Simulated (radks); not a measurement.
Nb V, configuration [Kr] 4d1. Calculated with a radial shooting solver on a logarithmic mesh with Libxc functionals: scalar-relativistic Kohn-Sham, r2SCAN, spin-polarised, spherical densities, finite nucleus; open shells are filled with parallel spins first (spin-orbit coupling, left out, can overturn this in heavy ions); meta-GGA in the generalised Kohn-Sham scheme; Fermi nuclear charge, rms radius 4.324 fm.

Normalised radial functions P(r) = r R(r), r in bohr:

r	4s up	4d up	4d down
0.002081	0.0621	0.0000	0.0000
0.002731	0.0783	0.0000	0.0000
0.003556	0.0972	0.0000	0.0000
0.00463	0.1192	0.0001	0.0001
0.006029	0.1439	0.0001	0.0001
0.007914	0.1710	0.0002	0.0003
0.01031	0.1963	0.0005	0.0005
0.01342	0.2161	0.0011	0.0011
0.01747	0.2238	0.0022	0.0023
0.02293	0.2092	0.0046	0.0047
0.02986	0.1626	0.0092	0.0094
0.03889	0.0752	0.0180	0.0184
0.05063	-0.0529	0.0340	0.0347
0.06646	-0.2082	0.0629	0.0642
0.08654	-0.3352	0.1085	0.1106
0.1127	-0.3693	0.1752	0.1786
0.1467	-0.2451	0.2607	0.2657
0.1926	0.0541	0.3522	0.3589
0.2508	0.3990	0.4101	0.4177
0.3266	0.5820	0.3907	0.3976
0.4252	0.4127	0.2523	0.2560
0.5537	-0.1007	-0.0097	-0.0118
0.7268	-0.7228	-0.3588	-0.3676
0.9464	-1.0697	-0.6736	-0.6864
1.232	-0.9954	-0.8474	-0.8579
1.605	-0.6381	-0.8148	-0.8170
2.106	-0.2690	-0.5986	-0.5863
2.743	-0.0723	-0.3337	-0.3217
3.571	-0.0110	-0.1310	-0.1283
4.65	-0.0008	-0.0327	-0.0332

4s up: eigenvalue -105.55 eV, 3 radial nodes at r = 0.0458, 0.185, 0.530 bohr, <r> = 1.14 bohr, 90 % of the charge inside 1.65 bohr. 4d up: eigenvalue -43.518 eV, 1 radial node at r = 0.549 bohr, <r> = 1.60 bohr, 90 % of the charge inside 2.42 bohr. 4d down (empty): eigenvalue -41.930 eV, 1 radial node at r = 0.548 bohr, <r> = 1.58 bohr, 90 % of the charge inside 2.39 bohr.
